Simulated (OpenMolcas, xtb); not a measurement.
A ladder of methods for CH4ClGeO (SMILES [CH3][Ge]([OH])[Cl])

CH4ClGeO has 8 atoms, charge 0, and is taken as a doublet. SMILES: `[CH3][Ge]([OH])[Cl]`. Geometry: relaxed at PBE0-D4/def2-TZVP. This is one conformer, not always the lowest.

```tsv
atom	x (Å)	y (Å)	z (Å)
C	0.0700	1.2351	-0.0459
Ge	-0.6615	-0.5535	0.2727
O	0.7146	-1.5046	0.8800
Cl	-1.2471	-1.4321	-1.6394
H	0.4195	1.6524	0.8981
H	0.9069	1.1226	-0.7376
H	-0.6948	1.8762	-0.4809
H	0.5846	-2.4532	0.7971
```

Each level gives the energy change with the Ge2–O3 bond stretched from 1.780 to 2.313 Å (eV). The values are calculated.

```
                                 level                   kind     program  value (eV)  less CCSD(T)/6-31G*  CPU time (all runs)
                                GFN-FF            force field         xtb        0.33                -1.15            under 2 s
                              GFN0-xTB         semi-empirical         xtb        0.13                -1.35            under 2 s
      UHF/6-31G* (spherical functions)           Hartree–Fock  OpenMolcas        1.68                +0.20                 36 s
   USVWN5/6-31G* (spherical functions)                    LDA  OpenMolcas        1.46                -0.02                 80 s
    UBLYP/6-31G* (spherical functions)                    GGA  OpenMolcas        1.03                -0.45              1.8 min
    UTPSS/6-31G* (spherical functions)               meta-GGA  OpenMolcas        1.25                -0.23              2.5 min
   UBHLYP/6-31G* (spherical functions)          global hybrid  OpenMolcas        1.58                +0.10              1.8 min
ROCCSD(T)/6-31G* (spherical functions)  coupled cluster or CI  OpenMolcas        1.48                 0.00              3.9 min
```

ROCCSD(T)/6-31G* (spherical functions) is the highest level here, not the true value. All-electron rows without a relativistic Hamiltonian named are non-relativistic. The first shape isn't each level's own minimum. The values span 0.13 to 1.68 eV. Spin contamination of the reference (⟨S²⟩ at least 0.1 too high) touches UHF/6-31G*. In the correlated wave-function rows the outer d shell of Ge is correlated, in sets not made for it. CPU times are rough (shared hosts, several kinds of processor and program).
